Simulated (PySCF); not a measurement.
A calculated (r2SCAN, PySCF 2.14, jorge-DZP-DKH, the spin-free X2C one-electron Hamiltonian (Gaussian nucleus)) atom or ion has these occupied shells.

```json
{"shell": "1s α", "electrons": "1", "orbital energy (eV)": "-2778.4", "rms radius, mean of both spins (bohr)": "0.105"}
{"shell": "1s β", "electrons": "1", "orbital energy (eV)": "-2777.9", "rms radius, mean of both spins (bohr)": "0.105"}
{"shell": "2s α", "electrons": "1", "orbital energy (eV)": "-270.82", "rms radius, mean of both spins (bohr)": "0.482"}
{"shell": "2s β", "electrons": "1", "orbital energy (eV)": "-270.53", "rms radius, mean of both spins (bohr)": "0.482"}
{"shell": "2p α", "electrons": "3", "orbital energy (eV)": "-207.82", "rms radius, mean of both spins (bohr)": "0.453"}
{"shell": "2p β", "electrons": "3", "orbital energy (eV)": "-207.26", "rms radius, mean of both spins (bohr)": "0.453"}
{"shell": "3s α", "electrons": "1", "orbital energy (eV)": "-34.321", "rms radius, mean of both spins (bohr)": "1.62"}
{"shell": "3s β", "electrons": "1", "orbital energy (eV)": "-30.755", "rms radius, mean of both spins (bohr)": "1.62"}
{"shell": "3p α", "electrons": "3", "orbital energy (eV)": "-20.892", "rms radius, mean of both spins (bohr)": "1.85"}
{"shell": "3p β", "electrons": "1", "orbital energy (eV)": "-18.638", "rms radius, mean of both spins (bohr)": "1.85"}
```

(1) Name the element and its charge.

## Answers

(1) Cl⁺ (chlorine, charge +1), in [Ne] 3s2 3p4, high-spin 3P determinant.
